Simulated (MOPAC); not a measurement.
Job for MOPAC: AM1 on CH2O3 (a complex), monomers drawn apart or pushed together.

```
AM1 1SCF PRECISE CHARGE=0 THREADS=1
CH2O3

O      0.36048348 1    -0.03780729 1     0.39010603 1
H     -0.06909815 1     0.59331809 1    -0.19604100 1
H      0.40219371 1    -0.86639545 1    -0.09790964 1
O      0.21178950 1    -1.04306795 1     5.41049239 1
C     -0.13584722 1     0.06072430 1     5.33411730 1
O     -0.49092372 1     1.16426169 1     5.30415717 1
```

Program output:

```
*******************************************************************************
 **                                                                           **
 **                              MOPAC v23.2.5                                **
 **                                                                           **
 *******************************************************************************
 ** MOPAC's Digital Object Identifier: https://doi.org/10.5281/zenodo.6511958 **
 **                                                                           **
 ** Please cite the open-source release paper for use of this MOPAC version:  **
 ** J. E. Moussa and J. J. P. Stewart (2026)                                  **
 ** MOPAC: An open-source semiempirical molecular orbital program             **
 ** J. Open Source Softw., 11(119), 8025, https://doi.org/10.21105/joss.08025 **
 *******************************************************************************

                              AM1 CALCULATION RESULTS

 *******************************************************************************
 *  AM1        - The AM1 Hamiltonian to be used
 *
 *
 *
 *                 CHARGE ON SYSTEM = 0
 *
 *
 *
 *  PRECISE    - TIGHTER CRITERIA TO BE USED
 *  1SCF       - DO 1 SCF AND THEN STOP
 *  THREADS=1  - MULTI-THREADING NOT USED
 *  T=         - A TIME OF 172800.0 SECONDS REQUESTED
 *  DUMP=N     - RESTART FILE WRITTEN EVERY 7200.0 SECONDS REQUESTED
 *******************************************************************************
AM1 1SCF PRECISE CHARGE=0 THREADS=1
 CH2O3

   ATOM   CHEMICAL          X               Y               Z
  NUMBER   SYMBOL      (ANGSTROMS)     (ANGSTROMS)     (ANGSTROMS)

     1       O          0.36048348  *  -0.03780729  *   0.39010603  *
     2       H         -0.06909815  *   0.59331809  *  -0.19604100  *
     3       H          0.40219371  *  -0.86639545  *  -0.09790964  *
     4       O          0.21178950  *  -1.04306795  *   5.41049239  *
     5       C         -0.13584722  *   0.06072430  *   5.33411730  *
     6       O         -0.49092372  *   1.16426169  *   5.30415717  *



          CARTESIAN COORDINATES

    NO.       ATOM           X           Y           Z

     1         O          0.3605     -0.0378      0.3901
     2         H         -0.0691      0.5933     -0.1960
     3         H          0.4022     -0.8664     -0.0979
     4         O          0.2118     -1.0431      5.4105
     5         C         -0.1358      0.0607      5.3341
     6         O         -0.4909      1.1643      5.3042

  H: (AM1): M.J.S. DEWAR ET AL, J. AM. CHEM. SOC. 107 3902-3909 (1985)
  C: (AM1): M.J.S. DEWAR ET AL, J. AM. CHEM. SOC. 107 3902-3909 (1985)
  O: (AM1): M.J.S. DEWAR ET AL, J. AM. CHEM. SOC. 107 3902-3909 (1985)

           Empirical Formula: C H2 O3  =     6 atoms



      MOLECULAR POINT GROUP   :   Cs


      RHF CALCULATION, NO. OF DOUBLY OCCUPIED LEVELS = 12


 -------------------------------------------------------------------------------
 AM1 1SCF PRECISE CHARGE=0 THREADS=1
 CH2O3



     1SCF WAS SPECIFIED, SO BFGS WAS NOT USED
     SCF FIELD WAS ACHIEVED


                              AM1 CALCULATION
                                                       MOPAC v23.2.5 Linux




          FINAL HEAT OF FORMATION =       -136.47645 KCAL/MOL =    -571.01746 KJ/MOL


          COSMO AREA              =        108.26 SQUARE ANGSTROMS
          COSMO VOLUME            =         76.91 CUBIC ANGSTROMS

          IONIZATION POTENTIAL    =         12.502220 EV
          HOMO LUMO ENERGIES (EV) =        -12.502  1.325
          NO. OF FILLED LEVELS    =         12
          MOLECULAR WEIGHT        =         62.0250         POINT GROUP:  Cs

          MOLECULAR DIMENSIONS (Angstroms)

            Atom       Atom       Distance
            O     4    H     2     5.84721
            O     6    H     3     3.63761
            O     1    O     4     0.23943


          SCF CALCULATIONS        =          1





   ATOM   CHEMICAL          X               Y               Z
  NUMBER   SYMBOL      (ANGSTROMS)     (ANGSTROMS)     (ANGSTROMS)

     1       O          0.36048348  *  -0.03780729  *   0.39010603  *
     2       H         -0.06909815  *   0.59331809  *  -0.19604100  *
     3       H          0.40219371  *  -0.86639545  *  -0.09790964  *
     4       O          0.21178950  *  -1.04306795  *   5.41049239  *
     5       C         -0.13584722  *   0.06072430  *   5.33411730  *
     6       O         -0.49092372  *   1.16426169  *   5.30415717  *

                             CARTESIAN COORDINATES

   1    O        0.360483480    -0.037807290     0.390106030
   2    H       -0.069098150     0.593318090    -0.196041000
   3    H        0.402193710    -0.866395450    -0.097909640
   4    O        0.211789500    -1.043067950     5.410492390
   5    C       -0.135847220     0.060724300     5.334117300
   6    O       -0.490923720     1.164261690     5.304157170


           Empirical Formula: C H2 O3  =     6 atoms



      MOLECULAR POINT GROUP   :   Cs


                  EIGENVALUES
 -41.87080 -40.35271 -36.41022 -22.49472 -18.63326 -18.62563 -18.35725 -17.85990
 -14.86916 -13.13453 -13.13157 -12.50222   1.32496   1.32842   2.55425   4.28101
   6.24745   6.80155


              NET ATOMIC CHARGES AND DIPOLE CONTRIBUTIONS

  ATOM NO.   TYPE          CHARGE      No. of ELECS.   s-Pop       p-Pop
    1          O          -0.392164        6.3922     1.86006     4.53210
    2          H           0.196083        0.8039     0.80392
    3          H           0.196080        0.8039     0.80392
    4          O          -0.206534        6.2065     1.90077     4.30576
    5          C           0.412841        3.5872     1.22183     2.36533
    6          O          -0.206307        6.2063     1.90074     4.30557
 DIPOLE           X         Y         Z       TOTAL
 POINT-CHG.    -0.358    -0.185    -1.058     1.132
 HYBRID        -0.251    -0.130    -0.737     0.789
 SUM           -0.609    -0.314    -1.795     1.921


          ATOMIC ORBITAL ELECTRON POPULATIONS

     Atom    s        px        py        pz
    1  O   1.86006   1.85035   1.24402   1.43773
    2  H   0.80392
    3  H   0.80392
    4  O   1.90077   1.57536   1.10807   1.62233
    5  C   1.22183   0.75945   0.85777   0.74811
    6  O   1.90074   1.57131   1.10827   1.62599

 **********************
 *                    *
 * JOB ENDED NORMALLY *
 *                    *
 **********************




 == MOPAC DONE ==
```

The run finished.

Cost: very roughly 0.03 core-seconds.
